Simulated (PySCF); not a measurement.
BH2N, SMILES N=B. The structure is a stationary point at B3LYP-D3(BJ)/def2-TZVPD.

TDA-PBE/def2-TZVPD (PySCF) puts the lowest singlet excitations at 6.93, 7.05, 7.05, 7.27, 7.27, 7.97 eV and the lowest triplet (TDA) at 5.82 eV.

What are the lowest singlet roots from EOM-CCSD/aug-cc-pVDZ (PySCF 2.14.0)? (Estimate from the structure and the level; the computed values follow.)

7.33, 7.44, 7.44, 7.89, 7.89, 8.89 eV; triplets 6.07, 6.80, 6.80 eV. S1 differs by 0.40 eV (second minus first; roots are paired by order, and the bases may differ).
